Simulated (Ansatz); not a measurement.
Two isomers of C2H9FSi2: A = `C[SiH](C)[SiH2]F`, B = `C[SiH]([SiH3])CF`.

Program: Ansatz. Geometries: PBE0-D4/def2-TZVP. ΔE: electronic, gas phase. CCSD(T)/CBS is the MP2 limit (def2-TZVPP, def2-QZVPP) plus CCSD(T) − MP2 in def2-TZVPP, frozen cores. DFT in def2-TZVPP. B3LYP here is the variant with VWN-RPA as its local correlation; programs differ in this. One conformer a species, not always the lowest.

Problem. Which isomer does CCSD(T)/CBS put lower? Give the gap. (Best estimate.)

Solution. Ansatz gave: A, by 56.2 kcal/mol.

Problem. Give E(B) − E(A) in kcal/mol with HF/def2-TZVPP, B2PLYP, CCSD(T)/def2-TZVPP, PBE-D4, ωB97M-V, B3LYP, CCSD/def2-TZVPP. (Estimate.)

Solution. Ansatz gave: HF/def2-TZVPP 55.9, B2PLYP 55.5, CCSD(T)/def2-TZVPP 55.0, PBE-D4 51.5, ωB97M-V 54.5, B3LYP 53.9, CCSD/def2-TZVPP 55.3. None reverses the order clearly.

Largest T1 diagnostic: 0.012.

From PBE to PBE0 (25 % exact exchange), in def2-TZVPP and without D4, E(B) − E(A) moves by +1.7 kcal/mol.
